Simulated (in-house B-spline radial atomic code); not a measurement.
Radial electron density of the indium ion In⁵⁺, [Kr] 4d8. Method: Dirac-Kohn-Sham LC-wPBE, spherical fractional occupations, exact exchange averaged over the configuration, Fermi nucleus of rms radius 4.6156 fm. Calculated with an all-electron radial atomic-structure program (B-spline basis).

Columns: r (bohr), 4πr²n(r) (electrons per bohr), bar.

```
 0.00108    1.676 #
 0.00131    2.351 #
 0.00159    3.284 ##
 0.00193    4.562 ###
 0.00234     6.28 ###
 0.00285    8.633 #####
 0.00346    11.68 ######
  0.0042     15.6 #########
  0.0051    20.53 ###########
 0.00619     26.5 ###############
 0.00752    33.47 ##################
 0.00913    41.11 #######################
  0.0111    48.94 ###########################
  0.0135    56.03 ###############################
  0.0164    61.26 ##################################
  0.0199     63.7 ###################################
  0.0241    62.99 ###################################
  0.0293    59.76 #################################
  0.0356    56.11 ###############################
  0.0432    55.06 ##############################
  0.0525       59 ################################
  0.0637    67.56 #####################################
  0.0774    76.74 ##########################################
   0.094    80.18 ############################################
   0.114    74.43 #########################################
   0.139    62.76 ##################################
   0.168    55.18 ##############################
   0.204    57.21 ###############################
   0.248    64.19 ###################################
   0.301    63.59 ###################################
   0.366    49.59 ###########################
   0.445    30.78 #################
    0.54    20.05 ###########
   0.656    19.59 ###########
   0.796    21.45 ############
   0.967    18.81 ##########
    1.17    12.51 #######
    1.43    6.115 ###
    1.73    2.369 #
     2.1   0.6795 
    2.55   0.1388 
     3.1  0.01804 
    3.77 0.001349
```

On this grid the curve has 4 maxima, near 0.0199, 0.094, 0.248, 0.796 bohr.

The 4d5/2 radial function P(r) = rR(r), positive near the nucleus, with its small component Q(r) (sign convention: Q ≈ (P' + κP/r)/2c):

```tsv
r (bohr)	P	Q
0.0111	0.001561	-9.131e-05
0.0164	0.004591	-0.0002658
0.0241	0.01281	-0.0007314
0.0356	0.03433	-0.001923
0.0525	0.08468	-0.004631
0.0774	0.1867	-0.009954
0.114	0.3502	-0.01823
0.168	0.5192	-0.02681
0.248	0.5194	-0.02904
0.366	0.1469	-0.01905
0.54	-0.5238	-0.001204
0.796	-1.016	0.01132
1.17	-0.9348	0.0115
1.73	-0.4835	0.00558
2.55	-0.1295	0.001381
3.77	-0.01324	0.0001334
```
